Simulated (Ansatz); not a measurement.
Consider the ligand exchange at the Si–O bond: `Cl[SiH](Cl)[O][GeH3]` + `N[SiH](O)O` → `O[SiH](O)N[SiH](Cl)Cl` + `[OH][GeH3]`.

Isolated molecules relaxed with PBE0-D4/def2-TZVP in Ansatz; ΔE leaves out vibrations. CCSD(T)/CBS is the MP2 limit (def2-TZVPP, def2-QZVPP) plus CCSD(T) − MP2 in def2-TZVPP, frozen cores. This one scheme is used for every species. DFT in def2-TZVPP. B3LYP here is the variant with VWN-RPA as its local correlation; programs differ in this. For Ge outer-core shells are correlated without core-valence functions, which leaves a few kJ/mol of doubt a bond. Scalar relativity is left out up to krypton. One conformer a species, not always the lowest.

(1) Is it downhill or uphill in electronic energy at CCSD(T)/CBS, and by how much? (Estimate.)

(2) What do these levels give: B3LYP-D4, r2SCAN, PBE0, MP2/def2-TZVPP, SCS-MP2/def2-QZVPP, HF/CBS(def2)? (Estimate.)

Largest T1 diagnostic among the species: 0.011.

Results:

(1) Computed: Uphill: ΔE = +57.7 kJ/mol.

(2) Computed: B3LYP-D4 57.2, r2SCAN 56.8, PBE0 54.8, MP2/def2-TZVPP 57.2, SCS-MP2/def2-QZVPP 59.9, HF/CBS(def2) 69.7 kJ/mol.

In def2-TZVPP, CCSD(T) changes the Hartree–Fock value by −10.7 kJ/mol (the triples alone add −1.6 kJ/mol) and MP2 by −11.3 kJ/mol. The D4 term adds −4.5 kJ/mol with B3LYP and −2.7 kJ/mol with PBE0; it sums over pairs of atoms, weighted by their polarisabilities, and B3LYP, whose exchange is more repulsive, gets the larger term.
